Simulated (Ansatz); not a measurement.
Reading a saddle point

A first-order saddle point of C$_{2}$H$_{10}$Ge, closed shell, PBE0-D4/def2-TZVP, with one imaginary mode of 1848i cm⁻¹:

```csv
atom,x (Å),y (Å),z (Å)
Ge1,-0.4499,0.0260,1.4766
C2,0.7382,-0.2521,-0.4727
C3,-0.0086,0.5747,-1.4972
H4,0.0371,1.5226,1.2961
H5,-1.9793,0.1031,1.3591
H6,0.1925,-0.4534,2.7862
H7,0.0087,-1.1395,0.3004
H8,-0.6287,-1.7964,1.0147
H9,1.0841,-1.2062,-0.9017
H10,1.6207,0.2422,-0.0605
H11,-0.3394,1.5268,-1.0732
H12,0.6157,0.8086,-2.3639
H13,-0.8911,0.0440,-1.8638
```

Computed with Ansatz 0.2.0 (basis: def2-TZVPP and def2-QZVPP); correlated methods freeze the cores. Filled d shells of the heavier atoms are correlated. The def2 sets are not built for correlating such inner shells, so the correlated values are less sure here. Extrapolation: Hartree–Fock as exp(−7.88 √X), correlation as X^−2.97.

(1) Which contacts change along the imaginary mode, and what lies on either side? (A judgement: the text doesn't fix the answer.)

(2) Which side is lower, and how far does the saddle lie above each? (An estimate is asked for; the value comes from the calculation.)

No T1 diagnostic of these runs exceeds 0.012.

## Answers

(1) By the calculation: The step is C₂H₈Ge ([CH3][CH2][GeH3]) + H₂ → C₂H₆ (CC) + GeH₄, with the molecules in contact on both sides. Shortening one way: Ge1–H8, C2–H7; lengthening the same way: Ge1–C2, H7–H8.
```tsv
pair	one side (Å)	saddle (Å)	other side (Å)
Ge1–H8	3.44	1.89	1.53
C2–H7	3.83	1.38	1.09
Ge1–C2	1.96	2.30	4.07
H7–H8	0.75	1.16	2.89
```

(2) The calculation gives: The side with Ge1–H8, C2–H7 short is lower by 9.55 kcal/mol; the saddle lies 91.11 kcal/mol above it and 81.56 kcal/mol above the other (CCSD(T) at an estimated basis limit (MP2 extrapolated from triple and quadruple zeta, plus CCSD(T) − MP2 in triple zeta); electronic energies).

Labels in which every atom is bracketed show which atoms are joined, not bond orders.

For scale, one of the runs: CCSD(T)/def2-TZVPP, 250 basis functions, launched by `ansatz run in.yaml --threads 8 --pin off --events-out ev --progress --plain --max-ram 19148MiB`. The run took 95 s on 8 CPU threads of an Arm Neoverse V1 (shared host), with 5.4 GiB of host memory at its peak.
